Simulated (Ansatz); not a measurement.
Cartesian coordinates in Å:
```
C -1.265 -0.336 0.497
C -0.587 -0.960 -0.475
Si 1.004 -0.033 -0.657
C 0.439 1.137 0.722
N -0.718 0.807 1.156
H -2.247 -0.632 0.852
H -0.984 -1.826 -0.986
H 1.200 0.645 -1.965
H 2.231 -0.800 -0.317
H 0.928 1.999 1.172
```

Charge 0, multiplicity 1.

Q: List the CAM-B3LYP/def2-TZVPP orbital energies in eV (Ansatz). (An estimate is asked.)

A: Ansatz gave: Occupied: -1801.06, -391.82, -279.93, -279.81, -278.71, -145.67, -101.00, -100.98, -100.98, -27.92, -22.80, -19.90, -16.87, -16.44, -15.03, -13.33, -12.74, -12.38, -11.14, -10.80, -8.74, -8.67. Lowest empty: -0.84, 1.33, 2.05, 2.29, 2.70, 2.97, 3.61, 4.02.
